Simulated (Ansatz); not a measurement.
A short molecular-dynamics run on C₆H₈O₃Zr (`[OH][Zr]([OH])([OH])[c]1ccccc1`).

```yaml
crystal:
  periodic: [false, false, false]
  atoms:
    - {symbol: O, position_ang: [1.126403, -2.602679, -1.553576]}
    - {symbol: Zr, position_ang: [1.062920, -1.828406, 0.204348]}
    - {symbol: O, position_ang: [0.030171, -2.899417, 1.421983]}
    - {symbol: O, position_ang: [2.800354, -1.349582, 0.884103]}
    - {symbol: C, position_ang: [-0.040822, 0.104592, -0.001929]}
    - {symbol: C, position_ang: [0.565007, 1.341823, 0.247572]}
    - {symbol: C, position_ang: [-0.131365, 2.535262, 0.109653]}
    - {symbol: C, position_ang: [-1.461082, 2.519171, -0.283923]}
    - {symbol: C, position_ang: [-2.089401, 1.308092, -0.537422]}
    - {symbol: C, position_ang: [-1.384026, 0.121605, -0.396320]}
    - {symbol: H, position_ang: [1.166179, -3.148119, -2.332418]}
    - {symbol: H, position_ang: [-0.291824, -3.500885, 2.085625]}
    - {symbol: H, position_ang: [3.722026, -1.390544, 1.120104]}
    - {symbol: H, position_ang: [1.605452, 1.381020, 0.558914]}
    - {symbol: H, position_ang: [0.363205, 3.480018, 0.309934]}
    - {symbol: H, position_ang: [-2.008297, 3.449240, -0.392348]}
    - {symbol: H, position_ang: [-3.129898, 1.290504, -0.844384]}
    - {symbol: H, position_ang: [-1.904991, -0.811688, -0.599928]}
basis:
  gaussian: {orbitals: def2-SVP}
hamiltonian: {xc: {name: PBE}, dispersion: d3bjatm}
md: {timestep: 0.5 fs, n_steps: 50, ensemble: nve, temperature: 300, initial_velocities: maxwell_boltzmann, seed: 382}
```

```sh
$ ansatz run in.yaml --threads 4 --pin off --events-out ev --progress --plain --max-ram 46080MiB --backend cuda --devices 0, --max-vram 37GiB
```

| step | time (fs) | potential energy (eV) | kinetic (eV) | T (K) | conserved (eV) |
| --- | --- | --- | --- | --- | --- |
| 0 | 0.0 | -13756.0582 | 0.6204 | 300 | -13755.4377 |
| 1 | 0.5 | -13756.0610 | 0.6234 | 301 | -13755.4376 |
| 2 | 1.0 | -13756.0420 | 0.6050 | 293 | -13755.4370 |
| 3 | 1.5 | -13756.0088 | 0.5724 | 277 | -13755.4364 |
| 4 | 2.0 | -13755.9706 | 0.5347 | 259 | -13755.4359 |
| 5 | 2.5 | -13755.9356 | 0.5000 | 242 | -13755.4356 |
| 6 | 3.0 | -13755.9091 | 0.4738 | 229 | -13755.4354 |
| 7 | 3.5 | -13755.8940 | 0.4586 | 222 | -13755.4354 |
| 8 | 4.0 | -13755.8901 | 0.4545 | 220 | -13755.4356 |
| 9 | 4.5 | -13755.8948 | 0.4589 | 222 | -13755.4359 |
| 10 | 5.0 | -13755.9035 | 0.4672 | 226 | -13755.4363 |
| 11 | 5.5 | -13755.9101 | 0.4735 | 229 | -13755.4366 |
| 12 | 6.0 | -13755.9096 | 0.4728 | 229 | -13755.4368 |
| 13 | 6.5 | -13755.8991 | 0.4623 | 224 | -13755.4368 |
| 14 | 7.0 | -13755.8790 | 0.4424 | 214 | -13755.4366 |
| 15 | 7.5 | -13755.8527 | 0.4164 | 201 | -13755.4363 |
| 16 | 8.0 | -13755.8257 | 0.3898 | 188 | -13755.4359 |
| 17 | 8.5 | -13755.8053 | 0.3699 | 179 | -13755.4354 |
| 18 | 9.0 | -13755.7981 | 0.3628 | 175 | -13755.4353 |
| 19 | 9.5 | -13755.8058 | 0.3702 | 179 | -13755.4356 |
| 20 | 10.0 | -13755.8233 | 0.3871 | 187 | -13755.4363 |
| 21 | 10.5 | -13755.8406 | 0.4038 | 195 | -13755.4368 |
| 22 | 11.0 | -13755.8489 | 0.4118 | 199 | -13755.4370 |
| 23 | 11.5 | -13755.8442 | 0.4073 | 197 | -13755.4368 |
| 24 | 12.0 | -13755.8288 | 0.3924 | 190 | -13755.4365 |
| 25 | 12.5 | -13755.8082 | 0.3721 | 180 | -13755.4361 |
| 26 | 13.0 | -13755.7877 | 0.3518 | 170 | -13755.4359 |
| 27 | 13.5 | -13755.7705 | 0.3346 | 162 | -13755.4358 |
| 28 | 14.0 | -13755.7574 | 0.3216 | 155 | -13755.4358 |
| 29 | 14.5 | -13755.7492 | 0.3135 | 152 | -13755.4357 |
| 30 | 15.0 | -13755.7479 | 0.3123 | 151 | -13755.4355 |
| 31 | 15.5 | -13755.7558 | 0.3203 | 155 | -13755.4355 |
| 32 | 16.0 | -13755.7736 | 0.3379 | 163 | -13755.4357 |
| 33 | 16.5 | -13755.7972 | 0.3609 | 175 | -13755.4363 |
| 34 | 17.0 | -13755.8185 | 0.3817 | 185 | -13755.4369 |
| 35 | 17.5 | -13755.8288 | 0.3916 | 189 | -13755.4372 |
| 36 | 18.0 | -13755.8229 | 0.3858 | 187 | -13755.4371 |
| 37 | 18.5 | -13755.8023 | 0.3656 | 177 | -13755.4367 |
| 38 | 19.0 | -13755.7748 | 0.3389 | 164 | -13755.4359 |
| 39 | 19.5 | -13755.7522 | 0.3170 | 153 | -13755.4352 |
| 40 | 20.0 | -13755.7449 | 0.3099 | 150 | -13755.4350 |
| 41 | 20.5 | -13755.7562 | 0.3208 | 155 | -13755.4354 |
| 42 | 21.0 | -13755.7802 | 0.3441 | 166 | -13755.4362 |
| 43 | 21.5 | -13755.8051 | 0.3682 | 178 | -13755.4369 |
| 44 | 22.0 | -13755.8191 | 0.3817 | 185 | -13755.4373 |
| 45 | 22.5 | -13755.8155 | 0.3782 | 183 | -13755.4373 |
| 46 | 23.0 | -13755.7948 | 0.3580 | 173 | -13755.4368 |
| 47 | 23.5 | -13755.7636 | 0.3274 | 158 | -13755.4362 |
| 48 | 24.0 | -13755.7315 | 0.2959 | 143 | -13755.4356 |
| 49 | 24.5 | -13755.7070 | 0.2716 | 131 | -13755.4354 |
| 50 | 25.0 | -13755.6941 | 0.2586 | 125 | -13755.4354 |

Velocities are drawn at the set temperature; a run this short doesn't reach equilibrium.

Frames (Å, forces in eV/Å):

```xyz
18
time=0.0 fs
O     1.126   -2.603   -1.554   -0.031    0.308    0.293
Zr    1.063   -1.828    0.204   -0.010    0.045    0.006
O     0.030   -2.899    1.422    0.072    0.306   -0.290
O     2.800   -1.350    0.884   -0.448    0.102   -0.086
C    -0.041    0.105   -0.002    0.318   -0.541    0.065
C     0.565    1.342    0.248    0.270   -0.017    0.077
C    -0.131    2.535    0.110    0.122    0.230    0.048
C    -1.461    2.519   -0.284   -0.150    0.244   -0.031
C    -2.089    1.308   -0.537   -0.260    0.012   -0.077
C    -1.384    0.122   -0.396   -0.091   -0.267   -0.041
H     1.166   -3.148   -2.332    0.036   -0.442   -0.639
H    -0.292   -3.501    2.086   -0.272   -0.498    0.534
H     3.722   -1.391    1.120    0.757   -0.011    0.204
H     1.605    1.381    0.559    0.575    0.024    0.171
H     0.363    3.480    0.310    0.273    0.517    0.110
H    -2.008    3.449   -0.392   -0.302    0.513   -0.060
H    -3.130    1.291   -0.844   -0.571   -0.010   -0.169
H    -1.905   -0.812   -0.600   -0.290   -0.514   -0.116
18
time=2.5 fs
O     1.123   -2.614   -1.561    0.049   -0.083   -0.194
Zr    1.066   -1.832    0.202    0.155    0.096   -0.065
O     0.021   -2.884    1.424   -0.664   -1.201    1.307
O     2.811   -1.348    0.893   -0.093   -0.007   -0.045
C    -0.044    0.104    0.005    0.595   -0.857    0.149
C     0.553    1.335    0.250    1.046    0.692    0.580
C    -0.143    2.542    0.100    1.316    0.253    0.408
C    -1.466    2.538   -0.282   -0.640    0.028   -0.077
C    -2.100    1.323   -0.538    0.995   -0.719    0.258
C    -1.372    0.116   -0.389   -2.279   -1.300   -1.155
H     1.245   -3.177   -2.338   -0.033    0.043    0.053
H    -0.301   -3.530    2.114    0.491    0.994   -1.069
H     3.756   -1.407    1.074    0.150    0.014    0.055
H     1.600    1.357    0.636   -0.293    0.127   -0.277
H     0.393    3.483    0.299   -0.106    0.072    0.028
H    -2.020    3.473   -0.342   -0.226    0.357   -0.162
H    -3.121    1.328   -0.852   -1.173   -0.158   -0.322
H    -1.905   -0.897   -0.669    0.712    1.652    0.529
18
time=5.0 fs
O     1.119   -2.626   -1.569    0.249   -0.494   -0.664
Zr    1.069   -1.835    0.201    0.298    0.063   -0.061
O     0.011   -2.871    1.430   -0.104   -0.259    0.246
O     2.822   -1.347    0.901    0.754   -0.161   -0.003
C    -0.045    0.099    0.012    0.500   -0.803    0.129
C     0.546    1.332    0.255    1.091    1.010    0.796
C    -0.149    2.550    0.092    1.868    0.268    0.610
C    -1.474    2.556   -0.280   -1.074    0.362   -0.055
C    -2.108    1.335   -0.537   -0.115   -1.072   -0.123
C    -1.371    0.105   -0.387   -2.446   -0.310   -1.428
H     1.321   -3.205   -2.341   -0.233    0.547    0.725
H    -0.287   -3.512    2.093    0.015    0.084   -0.080
H     3.797   -1.423    1.031   -0.942    0.092   -0.092
H     1.581    1.341    0.697   -0.486    0.223   -0.510
H     0.417    3.492    0.291   -0.407   -0.288   -0.035
H    -2.044    3.515   -0.301    0.213   -0.409   -0.229
H    -3.170    1.357   -0.875    0.402   -0.265    0.197
H    -1.868   -0.895   -0.710    0.416    1.411    0.576
18
time=7.5 fs
O     1.116   -2.640   -1.579    0.014    0.286    0.478
Zr    1.073   -1.838    0.199    0.442    0.003   -0.031
O     0.000   -2.860    1.436    0.567    1.053   -1.141
O     2.834   -1.346    0.910   -0.525   -0.166   -0.263
C    -0.044    0.090    0.019   -0.005   -0.343   -0.008
C     0.544    1.333    0.265    0.086    0.860    0.457
C    -0.146    2.559    0.087    1.112   -0.271    0.460
C    -1.487    2.577   -0.278   -0.529   -0.195    0.088
C    -2.115    1.341   -0.536   -0.496   -0.978   -0.250
C    -1.381    0.094   -0.391   -0.667    2.686   -0.538
H     1.385   -3.205   -2.310    0.003   -0.141   -0.201
H    -0.273   -3.492    2.070   -0.556   -1.182    1.207
H     3.793   -1.434    0.984    0.096    0.018    0.057
H     1.539    1.338    0.731    0.335    0.269   -0.251
H     0.420    3.487    0.281   -0.195    0.065    0.056
H    -2.057    3.537   -0.274    0.227   -0.458   -0.296
H    -3.201    1.370   -0.888    1.083   -0.313    0.432
H    -1.813   -0.821   -0.721   -0.991   -1.191   -0.257
18
time=10.0 fs
O     1.113   -2.653   -1.588   -0.093    0.551    0.879
Zr    1.076   -1.841    0.197    0.525   -0.035   -0.009
O    -0.010   -2.846    1.440   -0.155   -0.756    0.611
O     2.845   -1.345    0.917   -1.351   -0.161   -0.372
C    -0.042    0.079    0.027   -0.555    0.305   -0.172
C     0.542    1.339    0.276   -0.627    0.411    0.096
C    -0.137    2.567    0.084   -0.213   -0.677    0.199
C    -1.503    2.596   -0.276    0.677   -1.534    0.210
C    -2.124    1.342   -0.537    0.608   -0.518    0.136
C    -1.395    0.094   -0.399    0.379    3.097   -0.117
H     1.449   -3.212   -2.287    0.122   -0.344   -0.457
H    -0.284   -3.524    2.100    0.224    0.642   -0.603
H     3.793   -1.444    0.939    0.764   -0.045    0.082
H     1.515    1.351    0.749    0.893    0.230   -0.015
H     0.411    3.486    0.274    0.150    0.504    0.163
H    -2.059    3.535   -0.265   -0.183    0.217   -0.308
H    -3.175    1.364   -0.878    0.049   -0.277    0.099
H    -1.810   -0.808   -0.744   -1.215   -1.611   -0.423
18
time=12.5 fs
O     1.110   -2.663   -1.593    0.448   -0.199   -0.005
Zr    1.080   -1.845    0.195    0.463   -0.064    0.043
O    -0.020   -2.834    1.445   -0.141   -0.962    0.737
O     2.852   -1.346    0.923   -0.005   -0.343   -0.414
C    -0.043    0.070    0.034   -0.893    0.902   -0.304
C     0.538    1.347    0.288    0.080   -0.099    0.277
C    -0.129    2.572    0.083   -0.947   -0.068    0.167
C    -1.515    2.607   -0.273    1.336   -2.040    0.227
C    -2.130    1.342   -0.537    1.632    0.100    0.510
C    -1.407    0.109   -0.407   -0.089   -0.165   -0.806
H     1.516   -3.234   -2.284   -0.403    0.441    0.511
H    -0.286   -3.527    2.103    0.299    0.875   -0.803
H     3.827   -1.455    0.900   -0.662    0.102    0.078
H     1.537    1.377    0.764    0.100    0.097   -0.345
H     0.409    3.511    0.276    0.011    0.081    0.077
H    -2.070    3.543   -0.273   -0.234    0.320   -0.271
H    -3.148    1.342   -0.863   -1.191   -0.181   -0.309
H    -1.872   -0.873   -0.786    0.195    1.203    0.630
18
time=15.0 fs
O     1.109   -2.675   -1.598    0.357    0.034    0.347
Zr    1.085   -1.848    0.193    0.306   -0.047    0.118
O    -0.030   -2.825    1.452    0.729    0.995   -1.182
O     2.858   -1.347    0.928   -0.133   -0.372   -0.485
C    -0.049    0.066    0.039   -0.975    1.295   -0.394
C     0.535    1.354    0.301    0.635   -0.444    0.291
C    -0.126    2.577    0.082   -1.146    0.580    0.286
C    -1.521    2.609   -0.268    1.104   -1.258    0.122
C    -2.129    1.341   -0.535    0.171    0.533    0.088
C    -1.420    0.124   -0.420    0.267   -1.422   -0.621
H     1.563   -3.235   -2.257   -0.295    0.239    0.246
H    -0.275   -3.490    2.070   -0.445   -1.034    1.004
H     3.830   -1.461    0.866   -0.590    0.101    0.109
H     1.566    1.409    0.758   -0.576   -0.083   -0.534
H     0.407    3.540    0.283   -0.231   -0.489   -0.064
H    -2.092    3.565   -0.298    0.243   -0.434   -0.173
H    -3.179    1.310   -0.862   -0.104    0.004    0.016
H    -1.928   -0.879   -0.794    0.683    1.804    0.826
18
time=17.5 fs
O     1.109   -2.686   -1.602   -0.229    0.762    1.240
Zr    1.089   -1.851    0.191    0.125    0.064    0.170
O    -0.037   -2.813    1.456    0.490    0.213   -0.498
O     2.863   -1.350    0.931   -1.543   -0.233   -0.413
C    -0.059    0.068    0.043   -0.773    1.391   -0.427
C     0.534    1.359    0.316    0.003   -0.498   -0.246
C    -0.129    2.584    0.083   -1.225    0.177    0.372
C    -1.522    2.604   -0.263    0.802   -0.673   -0.070
C    -2.127    1.343   -0.532   -1.160    0.601   -0.306
C    -1.431    0.132   -0.435    1.386   -0.132    0.352
H     1.595   -3.224   -2.220    0.311   -0.479   -0.605
H    -0.284   -3.498    2.081   -0.142   -0.234    0.257
H     3.805   -1.462    0.837    0.823   -0.052    0.012
H     1.566    1.436    0.724   -0.188   -0.204   -0.216
H     0.393    3.544    0.286   -0.100   -0.290   -0.062
H    -2.101    3.565   -0.332    0.420   -0.651   -0.041
H    -3.217    1.279   -0.861    1.008    0.258    0.331
H    -1.947   -0.788   -0.758   -0.008   -0.021    0.150
18
time=20.0 fs
O     1.108   -2.694   -1.602    0.291    0.195    0.575
Zr    1.094   -1.854    0.189   -0.132    0.226    0.209
O    -0.043   -2.800    1.458   -0.006   -1.196    0.759
O     2.863   -1.354    0.932   -0.699   -0.299   -0.470
C    -0.073    0.076    0.044   -0.315    1.148   -0.401
C     0.532    1.362    0.329   -1.077   -0.311   -0.900
C    -0.137    2.591    0.086   -1.059   -0.816    0.457
C    -1.518    2.596   -0.259    0.720   -0.792   -0.243
C    -2.130    1.348   -0.531   -0.616    0.435   -0.175
C    -1.435    0.141   -0.448    2.417    1.940    1.298
H     1.640   -3.235   -2.210   -0.194    0.069    0.019
H    -0.301   -3.519    2.106    0.380    1.171   -1.021
H     3.817   -1.465    0.810    0.070    0.038    0.091
H     1.557    1.451    0.677    0.602   -0.237    0.219
H     0.375    3.532    0.286    0.221    0.346    0.028
H    -2.088    3.530   -0.370    0.052    0.061    0.022
H    -3.202    1.262   -0.842    0.464    0.386    0.141
H    -1.972   -0.705   -0.714   -1.120   -2.362   -0.606
18
time=22.5 fs
O     1.108   -2.702   -1.599    0.696   -0.199    0.121
Zr    1.098   -1.857    0.187   -0.492    0.392    0.254
O    -0.049   -2.792    1.462    0.537    0.090   -0.449
O     2.860   -1.359    0.931    0.359   -0.367   -0.566
C    -0.089    0.090    0.043    0.381    0.632   -0.288
C     0.526    1.363    0.338   -0.777    0.041   -0.991
C    -0.151    2.595    0.090   -0.139   -0.975    0.709
C    -1.511    2.584   -0.256    0.321   -0.604   -0.405
C    -2.136    1.355   -0.530    0.896    0.190    0.196
C    -1.428    0.157   -0.455    0.216   -0.478    0.686
H     1.673   -3.243   -2.200   -0.581    0.434    0.420
H    -0.300   -3.484    2.083   -0.097   -0.105    0.142
H     3.832   -1.465    0.788   -0.864    0.137    0.228
H     1.578    1.452    0.640    0.178   -0.270    0.205
H     0.367    3.538    0.287    0.128    0.262   -0.017
H    -2.071    3.499   -0.406   -0.245    0.637    0.051
H    -3.166    1.267   -0.816   -1.049    0.323   -0.318
H    -2.046   -0.734   -0.697    0.532   -0.140    0.024
18
time=25.0 fs
O     1.111   -2.710   -1.596    0.022    0.450    0.845
Zr    1.102   -1.860    0.186   -0.831    0.564    0.279
O    -0.052   -2.782    1.464    0.973    1.096   -1.385
O     2.858   -1.365    0.929   -0.628   -0.232   -0.388
C    -0.102    0.108    0.041    1.026   -0.003   -0.165
C     0.517    1.365    0.343    0.229    0.317   -0.790
C    -0.165    2.594    0.099    1.113   -0.404    0.972
C    -1.503    2.570   -0.254   -0.685    0.759   -0.653
C    -2.138    1.363   -0.529    0.391   -0.347   -0.013
C    -1.420    0.171   -0.459   -1.580   -2.036    0.308
H     1.678   -3.231   -2.172    0.118   -0.246   -0.356
H    -0.306   -3.455    2.069   -0.490   -1.109    1.054
H     3.807   -1.459    0.779    0.259    0.029    0.086
H     1.606    1.437    0.616   -0.704   -0.232    0.065
H     0.365    3.556    0.287   -0.226   -0.327   -0.123
H    -2.066    3.499   -0.439    0.079    0.119    0.217
H    -3.182    1.292   -0.806   -0.651    0.280   -0.244
H    -2.093   -0.778   -0.682    1.585    1.320    0.290
```

It took 93 s on 4 threads of an AMD EPYC 7R13 on a shared host and a share of an NVIDIA H100 80 GB, with 0.89 GiB of host memory at the peak.
